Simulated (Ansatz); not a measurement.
A nudged elastic band was laid between two geometries of CH3F2GaS (8 atoms, charge 0, multiplicity 1).

Computed with RKS PBE0-D4/def2-SVP in Ansatz.

```yaml
movable_images: 7
climbing_image: yes
spring: 5.0 eV/Å²
optimiser: quadratic models (default)
start_path: through a guess of the saddle point
force_threshold: 0.03 eV/Å
iteration_limit: 60
end_points: relaxed
```

First end point:

```xyz
8
Properties=species:S:1:pos:R:3
C -0.579 -0.755 1.006
S 0.463 0.755 1.044
Ga 0.762 1.013 -1.080
F 0.029 -0.131 -2.180
F 1.684 2.284 -1.826
H -0.757 -1.096 -0.021
H -0.064 -1.544 1.570
H -1.538 -0.525 1.488
```

Last end point:

```xyz
8
Properties=species:S:1:pos:R:3
C -0.721 -0.684 0.964
S -0.123 1.049 0.872
Ga 0.856 0.966 -1.052
F 0.857 -0.543 -1.935
F 1.667 2.291 -1.831
H -1.817 -0.671 1.027
H -0.413 -1.264 0.085
H -0.306 -1.143 1.870
```

(1) What changes between the two ends?

(2) What energy profile does the band end with?

(3) What is the geometry of the highest image?

## Answers

(1) No bond is made or broken. The dihedral H6–C1–S2–Ga3 goes from 0 to -119°. The two ends are copies of one structure, up to a mirror image or an exchange of like atoms.

(2) The forces met the threshold. The highest image is number 4 of 0 to 8, 0.3 kcal/mol above the ends, which have the same energy within 2 meV. A vibrational analysis at the climbing image gives one clearly imaginary mode, 46i cm⁻¹: a first-order saddle point.

| image | path coordinate (Å) | energy (kcal/mol) | dihedral H6–C1–S2–Ga3 (°) |
| --- | --- | --- | --- |
| 0 | 0.00 | 0.0 | 0 |
| 1 | 0.42 | 0.1 | -17 |
| 2 | 0.83 | 0.2 | -34 |
| 3 | 1.25 | 0.3 | -49 |
| 4 | 1.66 | 0.3 | -63 |
| 5 | 2.04 | 0.3 | -76 |
| 6 | 2.42 | 0.2 | -90 |
| 7 | 2.80 | 0.1 | -104 |
| 8 | 3.18 | 0.0 | -119 |

(3) 
```xyz
8
Properties=species:S:1:pos:R:3:forces:R:3
C -0.697 -0.694 0.986 0.00 0.00 0.00
S 0.086 0.960 0.942 0.00 0.00 0.00
Ga 0.853 0.956 -1.082 0.00 -0.01 -0.02
F 0.620 -0.433 -2.112 0.00 0.01 0.01
F 1.725 2.277 -1.803 0.00 0.00 0.00
H -1.522 -0.769 0.267 0.00 0.00 0.00
H 0.032 -1.493 0.800 0.00 0.00 0.00
H -1.097 -0.803 2.002 0.00 0.00 0.00
```

Time of the run: 4.1 min on 2 threads of Arm Neoverse V1, on a shared host, peak memory 0.28 GiB.
